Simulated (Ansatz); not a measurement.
Cost and result for the atomization energy of CH7AlBFOSi (13 atoms, 14 bonds).

Cartesian coordinates in Å:
```
B -0.778 0.796 0.273
C 0.102 -0.337 0.893
F 1.278 -0.076 1.493
Al -1.501 -1.387 1.191
O 0.202 -0.101 -0.599
Si 1.587 0.456 -1.400
H -1.940 0.446 0.062
H -0.531 1.961 0.304
H -2.142 -1.192 2.624
H -2.072 -2.325 0.054
H 2.136 1.656 -0.735
H 1.104 0.765 -2.762
H 2.556 -0.661 -1.397
```

The species carries charge 0 and has multiplicity 1. The bonds changed during the relaxation, so this is another structure than the one it started from. The structure was optimised at the PBE0-D4/def2-TZVP level. It is one conformer, not always the lowest. Program: Ansatz. All runs use 2 threads of an AMD EPYC 7R13 on a shared host and a share of an NVIDIA H100 80 GB. Times are those of one run each, without the atoms' runs, and a repeat can differ threefold. Electronic energies, without spin–orbit coupling; frozen cores. CCSD(T)/CBS adds CCSD(T) − MP2 in def2-TZVPP to the MP2 limit, and its time is that of the two runs behind it. T1 = 0.013. B3LYP takes the VWN-RPA correlation (the form of Gaussian; ORCA's B3LYP/G).

CCSD(T)/CBS is a level of theory with its own doubt, some kJ/mol a heavy atom from the limit and from the frozen cores, so smaller differences don't rank the functionals.

| level | functions | wall time | atomization (kcal/mol) | difference from CCSD(T)/CBS | per bond |
| --- | --- | --- | --- | --- | --- |
| B2PLYP/def2-TZVPP | 306 | 4.6 s | 1007.9 | -13.1 | -0.9 |
| B3LYP-D4/def2-TZVPP (with forces) | 306 | 6 s | 1019.7 | -1.3 | -0.1 |
| PBE0-D4/def2-TZVPP | 306 | 7 s | 1016.0 | -5.0 | -0.4 |
| MP2/def2-QZVPP | 578 | 7.5 s | 1027.3 | 6.3 | 0.4 |
| r2SCAN-D4/def2-TZVPP (with forces) | 306 | 7.5 s | 1028.2 | 7.2 | 0.5 |
| CCSD(T)/def2-TZVPP | 306 | 8 s | 994.3 | -26.7 | -1.9 |
| ωB97M-V/def2-TZVPP (with forces) | 306 | 9 s | 1027.2 | 6.2 | 0.4 |
| ωB97X-V/def2-TZVPP | 306 | 9.5 s | 1028.6 | 7.6 | 0.5 |
| PBE-D4/def2-TZVPP (with forces) | 306 | 10 s | 1033.6 | 12.6 | 0.9 |
| CCSD(T)/CBS(def2) | – | 16 s | 1021.0 | 0.0 | 0.0 |

From PBE to PBE0 (25 % exact exchange), in def2-TZVPP and without D4, the atomization energy moves by −16.5 kcal/mol: exact exchange takes away binding that semilocal exchange gives to molecules. The D4 term adds +11.8 kcal/mol with B3LYP and +6.2 kcal/mol with PBE0; it sums over pairs of atoms, weighted by their polarisabilities, and B3LYP, whose exchange is more repulsive, gets the larger term. In def2-TZVPP, CCSD(T) changes the Hartree–Fock value by +251.4 kcal/mol (the triples alone add +15.4 kcal/mol) and MP2 by +268.4 kcal/mol; breaking electron pairs costs correlation energy, which Hartree–Fock lacks.
